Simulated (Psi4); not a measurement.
Psi4 input (wB97X-D/6-31G*):

```
memory 1500 MB

molecule {
-1 1
N    -1.15644893    0.10559007    0.10949204
C     0.14327585    0.27480002   -0.02643780
O     1.03921952   -0.59683604   -0.07594837
H    -1.57929984    1.03526068    0.10968394
H     0.50103112    1.35149704   -0.10991451
symmetry c1
no_reorient
no_com
}

set {
  basis 6-31G*
  reference rks
  scf_type pk
  dft_radial_points 99
  dft_spherical_points 590
  e_convergence 1e-8
  d_convergence 1e-7
  maxiter 150
}

e = energy('wb97x-d')
print_out(f'\nFINAL {e:.10f} DIPOLE {variable("CURRENT DIPOLE")[0]:.6f} {variable("CURRENT DIPOLE")[1]:.6f} {variable("CURRENT DIPOLE")[2]:.6f}\n')
```

Question: What final total energy does it give?

Answer: -169.21688 Eh.
